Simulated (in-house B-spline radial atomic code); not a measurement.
# Solving the quasi-particle equation for 5s of neutral strontium

Configuration [Kr] 5s2, start PBE0; correlation leaves out the 7 deepest shells, empty levels kept to 600 hartree. Computed with a B-spline radial code for spherical atoms: all electrons, scalar-relativistic (spin-free one-electron X2C), finite nucleus, each spin shell either full or empty, empty states to l = 9 with an (l + 1/2)⁻⁴ tail; G0W0 by contour deformation at full frequency.

At the mean-field level ε = -4.048 eV the matrix elements are Σx = -6.804 eV, v_xc = -6.059 eV and Σc(ε) = -1.274 eV, and the slope of the correlation self-energy is dΣc/dω = -0.1457. The quasi-particle energy solves E = ε + Σx − v_xc + Σc(E).

(1) What does the linearised equation give?

(2) How does that compare with the full solution and with static screening?

## Answers

(1) Z = 1/(1 − dΣc/dω) = 1/1.1457 = 0.8728. The first-order shift is Σx − v_xc + Σc(ε) = -6.804 − (-6.059) + (-1.274) = -2.019 eV, so E ≈ ε + Z × shift = -4.048 + 0.8728 × (-2.019) = -5.810 eV.

(2) Solving the equation at full frequency dependence gives E = -5.803 eV, where Σc = -1.010 eV and the weight is 0.856; the linearised value is off by 7 meV. Leaving Z out would give -6.067 eV. Static COHSEX puts -2.394 eV in place of Σc and gives -7.187 eV, 1.38 eV deeper. The tabulated removal energy is 5.695 eV (NIST, measured); the run leaves out spin-orbit coupling, Breit and QED terms.
